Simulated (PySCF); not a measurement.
C₂H₆GeO₂, SMILES C(=O)([O][GeH3])C. Atoms are numbered in the order given.

```xyz
11

Ge    -0.0319    -1.2917     0.0000
O     -0.7946     0.4133     0.0000
C      0.1437     1.3765     0.0000
C     -0.4424     2.7683     0.0000
O      1.3408     1.1191     0.0000
H      0.7875    -1.4852    -1.2934
H     -1.3202    -2.1486     0.0000
H      0.7875    -1.4852     1.2934
H      0.3667     3.5186     0.0000
H     -1.0889     2.9037    -0.8897
H     -1.0889     2.9037     0.8897
```
Charge 0, spin multiplicity 1.

Coordinates come from a PBE-D3(BJ)/def2-SVP optimisation.

Computed with PBE-D3(BJ)/def2-SVP run with PySCF 2.14.0.

Frequencies are harmonic and unscaled.

```json
[
 {"mode": "1", "ν (cm⁻¹)": "72", "IR (km/mol)": "1.5", "moving atoms (share of kinetic energy)": "H 90 %, O 9 %"},
 {"mode": "2", "ν (cm⁻¹)": "121", "IR (km/mol)": "3.5", "moving atoms (share of kinetic energy)": "O 45 %, H 27 %, C 23 %"},
 {"mode": "3", "ν (cm⁻¹)": "137", "IR (km/mol)": "15.8", "moving atoms (share of kinetic energy)": "O 61 %, Ge 20 %, C 13 %"},
 {"mode": "4", "ν (cm⁻¹)": "202", "IR (km/mol)": "0.0", "moving atoms (share of kinetic energy)": "H 86 %, O 14 %"},
 {"mode": "5", "ν (cm⁻¹)": "325", "IR (km/mol)": "8.7", "moving atoms (share of kinetic energy)": "C 38 %, H 23 %, Ge 22 %, O 18 %"},
 {"mode": "6", "ν (cm⁻¹)": "529", "IR (km/mol)": "3.4", "moving atoms (share of kinetic energy)": "O 40 %, H 33 %, C 20 %"},
 {"mode": "7", "ν (cm⁻¹)": "553", "IR (km/mol)": "4.1", "moving atoms (share of kinetic energy)": "H 63 %, C 31 %"},
 {"mode": "8", "ν (cm⁻¹)": "598", "IR (km/mol)": "37.1", "moving atoms (share of kinetic energy)": "H 72 %, O 17 %"},
 {"mode": "9", "ν (cm⁻¹)": "621", "IR (km/mol)": "27.7", "moving atoms (share of kinetic energy)": "H 61 %, O 19 %, C 18 %"},
 {"mode": "10", "ν (cm⁻¹)": "713", "IR (km/mol)": "60.0", "moving atoms (share of kinetic energy)": "O 63 %, C 20 %, H 14 %"},
 {"mode": "11", "ν (cm⁻¹)": "805", "IR (km/mol)": "161.8", "moving atoms (share of kinetic energy)": "H 94 %"},
 {"mode": "12", "ν (cm⁻¹)": "834", "IR (km/mol)": "30.0", "moving atoms (share of kinetic energy)": "H 98 %"},
 {"mode": "13", "ν (cm⁻¹)": "849", "IR (km/mol)": "47.4", "moving atoms (share of kinetic energy)": "H 99 %"},
 {"mode": "14", "ν (cm⁻¹)": "930", "IR (km/mol)": "17.0", "moving atoms (share of kinetic energy)": "O 63 %, C 25 %, H 12 %"},
 {"mode": "15", "ν (cm⁻¹)": "971", "IR (km/mol)": "19.9", "moving atoms (share of kinetic energy)": "H 60 %, C 26 %, O 13 %"},
 {"mode": "16", "ν (cm⁻¹)": "1009", "IR (km/mol)": "7.6", "moving atoms (share of kinetic energy)": "H 49 %, C 48 %"},
 {"mode": "17", "ν (cm⁻¹)": "1262", "IR (km/mol)": "194.8", "moving atoms (share of kinetic energy)": "C 48 %, H 38 %, O 14 %"},
 {"mode": "18", "ν (cm⁻¹)": "1333", "IR (km/mol)": "168.9", "moving atoms (share of kinetic energy)": "C 50 %, H 46 %"},
 {"mode": "19", "ν (cm⁻¹)": "1387", "IR (km/mol)": "14.4", "moving atoms (share of kinetic energy)": "H 95 %"},
 {"mode": "20", "ν (cm⁻¹)": "1395", "IR (km/mol)": "9.9", "moving atoms (share of kinetic energy)": "H 96 %"},
 {"mode": "21", "ν (cm⁻¹)": "1744", "IR (km/mol)": "178.4", "moving atoms (share of kinetic energy)": "C 64 %, O 34 %"},
 {"mode": "22", "ν (cm⁻¹)": "2107", "IR (km/mol)": "46.2", "moving atoms (share of kinetic energy)": "H 100 %"},
 {"mode": "23", "ν (cm⁻¹)": "2124", "IR (km/mol)": "96.9", "moving atoms (share of kinetic energy)": "H 98 %"},
 {"mode": "24", "ν (cm⁻¹)": "2133", "IR (km/mol)": "96.5", "moving atoms (share of kinetic energy)": "H 98 %"},
 {"mode": "25", "ν (cm⁻¹)": "2994", "IR (km/mol)": "1.3", "moving atoms (share of kinetic energy)": "H 97 %"},
 {"mode": "26", "ν (cm⁻¹)": "3078", "IR (km/mol)": "1.3", "moving atoms (share of kinetic energy)": "H 91 %, C 9 %"},
 {"mode": "27", "ν (cm⁻¹)": "3126", "IR (km/mol)": "2.4", "moving atoms (share of kinetic energy)": "H 90 %, C 10 %"}
]
```
